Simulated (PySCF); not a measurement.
## As²⁺ (arsenic, charge +2) across methods

[Ar] 3d10 4s2 4p1, 2P determinant. All numbers are calculated (PySCF 2.14, scalar relativity through the core potential, in aug-cc-pwCVQZ-PP with ECP10MDF (10s9p8d6f4g1h, 166 functions)).

| method | E (hartree) | mean ε 4s α (eV) | mean ε 4s β (eV) | mean ε 4p α (eV) | Σ⟨r²⟩ (bohr²) | ⟨S²⟩ |
| --- | --- | --- | --- | --- | --- | --- |
| PBE | -331.3929 | -33.734 | -32.753 | -23.135 | 21.88 | 0.752 |
| M06-2X | -331.5627 | -36.233 | -34.146 | -25.521 | 22.06 | 0.754 |
| BLYP | -331.3759 | -33.687 | -32.859 | -22.956 | 21.90 | 0.751 |
| r2SCAN | -331.2517 | -34.249 | -33.090 | -23.646 | 21.78 | 0.754 |
| PBE0 | -331.3506 | -35.262 | -33.893 | -24.479 | 21.87 | 0.753 |
| UHF | -330.20489 | -38.965 | -36.199 | -27.834 | 22.08 | 0.759 |
| TPSSh | -331.3076 | -34.422 | -33.084 | -23.844 | 21.86 | 0.753 |
| LDA | -330.8741 | -34.088 | -33.215 | -23.145 | 21.83 | 0.751 |

Energies and moments cover only the electrons outside the core potential.
